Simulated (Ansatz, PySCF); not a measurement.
Noncovalent pair: H2S (SMILES S) (first 3 atoms) with AsH3 (SMILES [AsH3]); geometry from B3LYP-D3(BJ)/def2-TZVP.
(charge 0, multiplicity 1):
```xyz
7

S      0.5924     0.2536    -0.7813
H     -0.3709     1.0690    -0.3243
H     -0.2505    -0.7879    -0.8633
As    -0.3033    -0.3111     2.8436
H      0.2518    -1.6632     2.4149
H     -0.3263    -0.7188     4.3157
H      1.0896     0.2914     2.9646
```

Interaction energies are E(AB) − E(A) − E(B) at the monomers' geometry in the complex; basis-set methods are counterpoise corrected. Rows marked so take none.

Correlated levels freeze the cores. Filled d and f shells under p-block atoms count as core. Rows in 6-31G* carry no dispersion term and start afresh at each structure (6-31G* with six Cartesian d functions); the Pople sets are all-electron and without relativity.

The values were computed with Ansatz (Gaussian orbitals); PySCF for 6-31G* rows, the dispersion terms. 

Problem. Estimate the interaction energy that HF/6-31G* (no counterpoise) returns for this input.

Solution. 17 meV

Problem. What interaction energy does B3LYP/def2-TZVPPD give?

Solution. 12 meV

Problem. What is the computed interaction energy (B2PLYP-D4/def2-TZVPPD)?

Solution. -46 meV

Ansatz is an electronic-structure program.
